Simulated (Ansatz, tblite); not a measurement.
Cost and result up the ladder for the cluster Na₂Se (the lowest singlet isomer of a short search) (3 atoms). Total charge 0; singlet. Geometry: PBE-D4/def2-TZVP.

```xyz
3

Na   -1.6012   -1.4032   -0.0852
Na    1.0892    1.5739    0.9361
Se    0.5119   -0.1707   -0.8509
```

Ansatz on 4 threads of Arm Neoverse V1 on a shared host; xTB runs through tblite on one thread. Times are rough, summed over both states, and most runs start from the orbitals of an earlier one. CCSD(T)/def2-TZVPP serves as the yardstick here, not as an exact answer. The other state is a doublet.

The xTB rows come from tblite. Correlated methods freeze 11 core orbitals; core or outer-core shells of Na, Se are correlated, in sets that lack core-valence functions. The structure comes from a short search, and lower isomers may exist.

Correlated methods converge slowly with the basis.

Raw xTB energies of ions are shifted by several eV.

```csv
level,functions,wall time
GFN2-xTB,17,0.004 s
GFN1-xTB,17,0.005 s
PBE-D4/def2-TZVP,112,2.5 s
PBE0-D4/def2-TZVP,112,4.3 s
r2SCAN-D4/def2-TZVP,112,6.2 s
CCSD(T)/def2-TZVPP,112,12 s
```

Question: Estimate what each level gives for the vertical IE (eV).

Answer: 
| level | vertical IE (eV) | difference from CCSD(T)/def2-TZVPP (eV) |
| --- | --- | --- |
| GFN2-xTB | 11.82 | 6.29 |
| GFN1-xTB | 10.30 | 4.76 |
| PBE-D4/def2-TZVP | 5.87 | 0.33 |
| PBE0-D4/def2-TZVP | 5.68 | 0.14 |
| r2SCAN-D4/def2-TZVP | 5.69 | 0.15 |
| CCSD(T)/def2-TZVPP | 5.54 | 0.00 |
